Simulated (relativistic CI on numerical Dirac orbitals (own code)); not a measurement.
As23+: sensitivity of the levels to the model

Base calculation: Dirac-Coulomb-Breit CI, orbitals from a KLI potential per configuration, model QED, unscaled Slater integrals.

Configuration list (outside the closed core 1s2): 2s2 2p6, 2s2 2p5 3s, 2s2 2p5 3p, 2s2 2p5 3d, 2s 2p6 3s, 2s 2p6 3p, 2s 2p6 3d, 2s2 2p5 4s, 2s2 2p5 4p, 2s2 2p5 4d, 2s2 2p5 4f, 2s 2p6 4s, 2s 2p6 4p, 2s2 2p4 3s2, 2s 2p6 4d, 2s 2p6 4f. Levels of other configurations are missing.

The lowest level and the first level of each name with at least 55 % of one term (blank where a level has no safe partner in the second run):

```tsv
Level	Base (eV)	Shift (eV)
2s2 2p6 1S_0	0.00	0.00
2s2 2p5 3s 3P°_2	1332.71	+1.56
2s2 2p5 3s 1P°_1	1335.60	+1.56
2s2 2p5 3s 3P°_0	1370.00	+1.56
2s2 2p5 3s 3P°_1	1371.55	+1.56
2s2 2p5 3p 3S_1	1377.54	+1.71
2s2 2p5 3p 3D_3	1388.07	+1.71
2s2 2p5 3p 1P_1	1388.80	+1.71
2s2 2p5 3p 3P_2	1392.33	+1.71
2s2 2p5 3p 3P_0	1404.84	+1.71
2s2 2p5 3p 3D_1	1417.12	+1.71
2s2 2p5 3p 3P_1	1426.35	+1.71
2s2 2p5 3p 1S_0	1439.11	+1.71
2s2 2p5 3d 3P°_0	1444.90	+1.42
2s2 2p5 3d 3P°_1	1446.81	+1.42
2s2 2p5 3d 3F°_4	1450.12	+1.42
2s2 2p5 3d 3P°_2	1450.35	+1.42
2s2 2p5 3d 3F°_3	1450.43	+1.42
2s2 2p5 3d 3D°_3	1455.65	+1.42
2s2 2p5 3d 3D°_1	1465.06	+1.42
2s2 2p5 3d 3F°_2	1487.33	+1.42
2s2 2p5 3d 1P°_1	1499.08	+1.42
```

At this charge energies of transitions that change n are usually good to better than 1 %, and those within a shell (Δn = 0) to a few per cent.

(1) One thing was changed in a second run, which moved the levels as shown. Which?
A. only the first 3 configurations
B. P86 correlation estimate
C. QED terms removed
D. Breit term removed
E. configuration mixing switched off

## Answers

(1) B. P86 correlation estimate. A correlation estimate moves all levels of a configuration together before mixing; mixed levels move by a weighted share.

LS names give the leading component of a level, which can be under half, so a name can repeat, a term be missing and a line seem to break the LS rules.
